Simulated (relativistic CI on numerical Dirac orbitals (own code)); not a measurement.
**In VI: calculation against measurement**

Computed by Dirac-Coulomb-Breit CI, KLI orbitals optimised for each configuration, model QED (radiative potential, 1s self-energy scaled to tabulated hydrogen-like ionisation energies), valence Slater integrals scaled by 0.85, P86 correlation energy added to each configuration (own radial code, finite nucleus).

Configuration list (outside the closed core [Ar] 3d10): 4s2.4p6.4d8, 4s2.4p6.4d7.5s, 4s2.4p6.4d7.4f, 4s2.4p6.4d7.5p, 4s2.4p5.4d9, 4s2.4p6.4d7.5d, 4s2.4p6.4d7.6s, 4s2.4p6.4d7.6p, 4s2.4p6.4d7.5f, 4s2.4p6.4d7.6d, 4s2.4p6.4d6.5s.5p, 4s.4p6.4d9, 4s2.4p6.4d7.7s, 4s2.4p6.4d7.5g, 4s2.4p6.4d7.7p, 4s2.4p5.4d8.4f, 4s2.4p6.4d7.6f, 4s2.4p6.4d6.4f.5s, 4s2.4p5.4d8.5s, 4s2.4p6.4d6.5p.5d, 4s.4p6.4d8.4f, 4p6.4d10, 4s2.4p6.4d6.5s2, 4s2.4p6.4d5.4f.5s2, 4s2.4p6.4d5.5s2.5p, 4s2.4p6.4d5.5s2.5d, 4s2.4p6.4d5.5s2.6s. Double excitations out of closed p, d and f shells are left out; levels of such configurations are missing from the list, as are those of other unlisted configurations, and high levels can miss mixing partners. These lack a partner that the ground configuration has and come out too high: 4s2.4p5.4d8.4f, 4s2.4p5.4d8.5s.

```
 Configuration  Term (tabulated)  J  Measured (cm⁻¹)  Computed  Error  Purity (%)
   4s2.4p6.4d8                3F  4              0.0         0      0          98
   4s2.4p6.4d8                3F  3           6465.3      6360   -105          99
   4s2.4p6.4d8                3F  2           8154.0      8259    105          73
   4s2.4p6.4d8                3P  0          20606.8     22188   1581          96
   4s2.4p6.4d8                3P  1          20649.2     22165   1516          99
   4s2.4p6.4d8                1G  4          25865.9     25796    -70          98
   4s2.4p6.4d8                1S  0          58627.3     60819   2192          96
4s2.4p6.4d7.5s                5F  5         201884.0    215618  13734          95
4s2.4p6.4d7.5s                5F  4         205958.0    219615  13657          92
4s2.4p6.4d7.5s                5F  3         209225.9    222798  13572          96
4s2.4p6.4d7.5s                5F  2         211177.7    224716  13538          94
4s2.4p6.4d7.5s                5F  1         212336.5    225863  13526          93
4s2.4p6.4d7.5s                3F  4         214364.3    228203  13838          85
4s2.4p6.4d7.5s              5P †  2         219005.8    233871  14865          63
4s2.4p6.4d7.5s              5P †  3         219074.0    234746  15672          79
4s2.4p6.4d7.5s                3F  3         220287.1    233157  12870          73
4s2.4p6.4d7.5s                5P  1         221971.3    236817  14846          75
4s2.4p6.4d7.5s                3F  2         222582.1    236409  13827          81
4s2.4p6.4d7.5s                3G  5         225122.4    238343  13220          80
4s2.4p6.4d7.5s                3G  4         226765.2    239994  13229          62
4s2.4p6.4d7.5s                3G  3         230497.2    243616  13119          95
4s2.4p6.4d7.5s                3P  0         230738.1    245717  14978         100
4s2.4p6.4d7.5s                3H  6         231741.8    244845  13103         100
4s2.4p6.4d7.5s                3H  5         233903.0    246990  13087          74
4s2.4p6.4d7.5s                3H  4         238975.3    251974  12999          60
4s2.4p6.4d7.5s                3P  0         239157.9    253987  14829         100
4s2.4p6.4d7.5s                1H  5         240989.6    254060  13070          77
4s2.4p6.4d7.5s                3F  2         245366.1    260478  15112          85
4s2.4p6.4d7.5s                3F  3         246405.3    261142  14737          90
4s2.4p6.4d7.5s                3F  4         248693.5    263311  14618          96
4s2.4p6.4d7.5s                1F  3         253378.5    268063  14685          91
4s2.4p6.4d7.5s                3D  1         269705.0    283504  13799          99
4s2.4p6.4d7.5p               5F°  2         294997.7    305178  10180          57
4s2.4p6.4d7.5p               5F°  1         296786.5    307008  10221          61
4s2.4p6.4d7.5p               5G°  6         297392.4    307286   9894          94
4s2.4p6.4d7.5p               5G°  5         304156.8    313831   9674          59
4s2.4p6.4d7.5p               3G°  4         308184.9    317806   9621          66
```

Measured levels from measured levels as listed in Gamrath, thesis, University of Mons (2023); pairs were made by configuration, J and term (by order where the table uses no LS term), so strongly mixed levels may be paired wrongly.

Mean error by configuration (cm⁻¹): 4s2.4p6.4d8 870; 4s2.4p6.4d7.5s 13826; 4s2.4p6.4d7.5p 9918. Over the excited levels the mean absolute error is 10975 cm⁻¹ (36 of the 69 excited levels that our extract of the source holds in range could be paired, and the others can miss by more), and the median relative error of those above 1,000 cm⁻¹ is 5.8 %. Some levels of the ground configuration have no partner. † marks terms whose computed intervals miss the measured ones by more than a factor of 2.5, or configurations far off the rest, from wrong mixing, a near crossing or a doubtful label or measurement; they are left out of the means.
